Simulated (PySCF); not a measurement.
# Ionisation energy of Kr²⁰⁺ by level of theory

Kr²⁰⁺ [Ne] 3s2 3p4 (3P) → Kr²¹⁺ [Ne] 3s2 3p3 (4S), as a difference of total energies. All numbers are calculated (PySCF 2.14, scalar relativity by spin-free X2C-1e, in an uncontracted even-tempered set (19 s from 1.7 bohr⁻², ratio 2.5; 12 p from 2.2 bohr⁻², ratio 2.5; 5 d from 12 bohr⁻², ratio 2.7; 4 f from 18 bohr⁻², ratio 2.7)). Correlated levels: outer shells: 1s2 frozen; virtual orbitals above 40 to 60 times the deepest correlated orbital energy dropped. The calculations carry no spin-orbit coupling.

```json
{"method": "UHF", "ionisation energy (eV)": "880.58"}
{"method": "MP2 (outer shells)", "ionisation energy (eV)": "881.60"}
{"method": "SCS-MP2 (outer shells)", "ionisation energy (eV)": "881.62"}
{"method": "CCSD (outer shells)", "ionisation energy (eV)": "881.58"}
{"method": "CCSD(T) (outer shells)", "ionisation energy (eV)": "881.59"}
```

Task: How much does correlation contribute at CCSD(T) (outer shells)?

Result: 881.59 − (880.58) = 1.01 eV, measured against UHF.

Spin-orbit coupling is strong in these open shells (close to jj coupling). The scalar numbers leave it out and a first-order estimate fails, so it can dominate the gap to the real levels.

Breit and QED terms and the two-electron picture change are absent.

For comparison: 882.8 ± 1.3 eV (semi-empirical (NIST evaluation); NIST Atomic Spectra Database, ionization energies).
